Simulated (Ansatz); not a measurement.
A series at Hf: from `[OH][Hf]([OH])([OH])[F]`, ligands are replaced one by one, each step taking up HCl and setting free H₂O; n counts the steps. Ansatz, PBE0-D4/def2-TZVP geometries. Each molecule was computed in one conformer, which needn't be the lowest.

```csv
n,molecule,"zero-point energy, PBE0-D4/def2-TZVP (kJ/mol)"
0,`[OH][Hf]([OH])([OH])[F]`,?
1,`[OH][Hf]([OH])([F])[Cl]`,72.6
2,`[OH][Hf]([F])([Cl])[Cl]`,43.8
3,`[F][Hf]([Cl])([Cl])[Cl]`,14.6
```

Task: By hand: fit a straight line y = ȳ + b (n − n̄) to the 3 given rows and predict n = 0.

Result: n̄ = 2.000, ȳ = 43.67; Σ(n − n̄)(y − ȳ) = -58.00, Σ(n − n̄)² = 2.000, so b = -29.00 kJ/mol a step. Prediction: 43.67 + (-29.00) × (-2.000) = 101.7 kJ/mol.

Task: By hand: compare with the computed value, 100.9 kJ/mol, and give the steps along the whole series.

Result: The line misses by -0.8 kJ/mol (computed minus predicted). Steps: -28.3, -28.8, -29.2 kJ/mol.

The steps differ by at most 0.9 kJ/mol, 3.1 % of a mean step, so the ligands' effects nearly add and a line is close. The miss is 0.9 % of the series' range.
